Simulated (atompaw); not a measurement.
## What one change does to a pseudopotential (carbon (C), PAW (atompaw))

carbon, PAW, made with atompaw 4.2.0.5 (PBEsol, scalar-relativistic). Core [He], reference 2s2 2p0 (charge +2). Waves: 2s (bound): rc 2.40 bohr; 2s channel at -2.4 Ry: rc 2.40 bohr; 2p (bound, empty): rc 2.40 bohr; 2p channel at -1.15 Ry: rc 2.40 bohr; 3d channel at 0.5 Ry: rc 2.40 bohr; 3d channel at 2.25 Ry: rc 2.40 bohr. Local part: bessel scheme, radius 2.05 bohr. Core correction: smooth core density matched at 1.75 bohr. Augmentation charge: gaussian compensation charge, radius 2.30 bohr; PAW radius 2.40 bohr; waves and projectors: custom rrkj gramschmidtortho.

Change: augmentation gaussian compensation charge, radius 2.30 bohr; PAW radius 2.40 bohr; waves and projectors: custom polynom vanderbiltortho.

Cutoffs: the cutoffs (Ry, on a coarse ladder) from which the occupation-weighted sum of valence levels, in a spherical-Bessel basis at the reference potential, stays within 10 and 1 mRy of its value at 400 Ry; they do not see the model core or the augmentation charge, which bear on the density cutoff.

**Question.** What does the change do?

**Answer.** Both files are so soft that the ladder of cutoffs tells neither apart; the range in which the s phases agree widens (upper end -0.2 → at the end of the scan); the range in which the p phases agree narrows (upper end at the end of the scan → 0.3); neither file shows a bound ghost.

```tsv
quantity	base	changed
cutoff, loose	8 Ry	8 Ry
cutoff, tight	10 Ry	10 Ry
bound ghosts	none	none
s: phases at 2.40 bohr within 0.05 rad from the reference energy up to (Ry; the scan ends near 5)	-0.2	to the end of the scan
p: phases at 2.40 bohr within 0.05 rad from the reference energy up to (Ry; the scan ends near 5)	to the end of the scan	0.3
d: phases at 2.40 bohr within 0.05 rad from the reference energy up to (Ry; the scan ends near 5)	to the end of the scan	4.7
lowest overlap eigenvalue by channel	s 0.18, p 0.15, d 0.72	s 0.96, p 0.93, d 0.95
```

 The cutoffs see the waves, projectors and local potential, not the compensation charge or the core.
